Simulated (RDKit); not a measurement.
RDKit input (UFF):

```python
from rdkit import Chem
from rdkit.Chem import AllChem, rdDetermineBonds

mol = Chem.MolFromXYZFile('mol.xyz')
rdDetermineBonds.DetermineBonds(mol, charge=-1)
print('SMILES', Chem.MolToSmiles(Chem.RemoveHs(mol)))
ff = AllChem.UFFGetMoleculeForceField(mol)
e0 = ff.CalcEnergy()
flag = ff.Minimize(maxIts=5000, forceTol=1e-5)
print(f'energy {e0:.4f} -> {ff.CalcEnergy():.4f} kcal/mol, converged: {flag == 0}')
print(Chem.MolToXYZBlock(mol))
```
mol.xyz:
```
8

C      1.40597900    -0.46526400     0.20245500
B      0.02338900    -0.00774000     0.00336800
O     -1.12920600    -0.85492200    -0.05681100
O     -0.38282100     1.35527900    -0.16091400
H      1.68055000    -1.51374800     0.32444900
H      2.26231600     0.20898300     0.24330700
H     -0.81459100    -1.75463000     0.05699800
H      0.41512700     1.88682000    -0.11451900
```

Output:

```
SMILES C=[B-](O)O
energy 21.3860 -> 0.5455 kcal/mol, converged: True
8

C      1.377114   -0.455409    0.198282
B      0.042035   -0.014035    0.006060
O     -1.072169   -0.994152   -0.038267
O     -0.253574    1.432163   -0.152597
H      1.592715   -1.509168    0.313911
H      2.189135    0.258620    0.230610
H     -0.900635   -1.986794    0.067008
H      0.486122    2.123554   -0.126674
```

The dipole moment of an ion depends on the origin.

The geometry given is a B3LYP-D3(BJ)/def2-TZVP minimum.
